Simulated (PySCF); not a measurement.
Isomers of C4H8ClNSi. Method: TDDFT PBE0/def2-SVPD, vertical, gas phase, core orbitals frozen in the response (PySCF 2.14.0, density-fitted response routines). Geometries: GFN2-xTB; one conformer of each isolated species. Triplets are in the Tamm–Dancoff approximation.

A. `[SiH3]N[C@@H]1C=C(Cl)C1`
B. `C[C@@H](CC#N)[SiH2]Cl`
C. `[H]/N=C/C(=C/C)[SiH2]Cl`
D. `C=CC[Si@H](Cl)N=C`

Lowest singlet levels (six at most, fewer where fewer were computed) with oscillator strengths:

1. 170 nm (f 0.005); 163 nm (f 0.004); 161 nm (f 0.008); 160 nm (f 0.000); 155 nm (f 0.002); 153 nm (f 0.014); T1 6.41 eV
2. 233 nm (f 0.013); 205 nm (f 0.004); 192 nm (f 0.176); 184 nm (f 0.012); 182 nm (f 0.008); 179 nm (f 0.025); T1 4.16 eV
3. 316 nm (f 0.000); 240 nm (f 0.011); 205 nm (f 0.035); 192 nm (f 0.268); 187 nm (f 0.015); 181 nm (f 0.011); T1 3.30 eV
4. 269 nm (f 0.000); 215 nm (f 0.023); 210 nm (f 0.369); 201 nm (f 0.112); 195 nm (f 0.003); 189 nm (f 0.032); T1 3.45 eV

Question: Which spectrum belongs to which structure?

Answer: 1 = B, 2 = A, 3 = D, 4 = C.
- A: S1 at 5.32 eV, HOMO→LUMO (96%); Löwdin shares by element: HOMO nitrogen 47%, carbon 18% or more, silicon 8% (atoms not listed hold the other 26%); LUMO carbon 51% or more, chlorine 10%, silicon 8% (atoms not listed hold the other 31%); HOMO -6.89 and LUMO -0.30 eV.
- B: S1 at 7.30 eV, HOMO→LUMO (89%), HOMO→LUMO+1 (8%); Löwdin shares by element: HOMO carbon 31% or more, chlorine 24%, silicon 17% (atoms not listed hold the other 27%); LUMO silicon 24%, chlorine 19%, carbon 10% or more, hydrogen 9% or more (atoms not listed hold the other 38%); HOMO -8.68 and LUMO -0.05 eV.
- C: S1 at 4.61 eV, HOMO-1→LUMO (94%); Löwdin shares by element: HOMO carbon 61% or more, nitrogen 20% (atoms not listed hold the other 19%); LUMO carbon 58% or more, nitrogen 21% (atoms not listed hold the other 20%); HOMO -7.61 and LUMO -1.40 eV.
- D: S1 at 3.93 eV, HOMO→LUMO (80%), HOMO-1→LUMO (19%); Löwdin shares by element: HOMO nitrogen 46%, carbon 19% or more, silicon 9% (atoms not listed hold the other 25%); LUMO carbon 41% or more, nitrogen 32%, hydrogen 6% or more, silicon 6%; HOMO -7.27 and LUMO -1.27 eV.
